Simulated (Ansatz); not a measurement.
Start from `C[Te]B(O)O` and change one atom or group to get `C[Se]B(O)O`.

Ansatz, PBE0-D4/def2-TZVP geometries, multiplicity 1. Each molecule was computed in one conformer, which needn't be the lowest.

Elements past krypton have def2 core potentials. Scalar relativity is left out up to krypton.

```json
{"property": "LUMO energy (PBE0/def2-TZVPP) / eV", "`C[Te]B(O)O`": "-0.49"}
{"property": "HOMO–LUMO gap (PBE/def2-TZVPP) / eV", "`C[Te]B(O)O`": "3.72"}
{"property": "HOMO energy (PBE0/def2-TZVPP) / eV", "`C[Te]B(O)O`": "-6.05"}
{"property": "HOMO energy (B3LYP/def2-TZVPP) / eV", "`C[Te]B(O)O`": "-5.84"}
{"property": "size of the dipole moment (B3LYP/def2-TZVPP) / D", "`C[Te]B(O)O`": "0.75"}
{"property": "HOMO energy (ωB97M-V/def2-TZVPP) / eV", "`C[Te]B(O)O`": "-8.12"}
```

Q: What does the change do to each property? (Estimate.)

A: Computed: 
```
                                        property  `C[Se]B(O)O`  shift
              LUMO energy (PBE0/def2-TZVPP) / eV          0.18   0.67
             HOMO–LUMO gap (PBE/def2-TZVPP) / eV          4.71   0.99
              HOMO energy (PBE0/def2-TZVPP) / eV         -6.58  -0.53
             HOMO energy (B3LYP/def2-TZVPP) / eV         -6.35  -0.51
size of the dipole moment (B3LYP/def2-TZVPP) / D          0.58  -0.17
           HOMO energy (ωB97M-V/def2-TZVPP) / eV         -8.73  -0.61
```

With PBE0 the HOMO falls by 0.53 eV and the LUMO rises by 0.67 eV, so the gap widens by about 1.20 eV. PBE moves the HOMO by -0.40 eV and ωB97M-V by -0.61 eV. Dipoles are sizes alone; their direction can turn.

B3LYP here is the variant with VWN-RPA as its local correlation; programs differ in this.

Spin–orbit coupling is left out; it splits and shifts lone-pair levels of the heavy atoms by tenths of an eV.
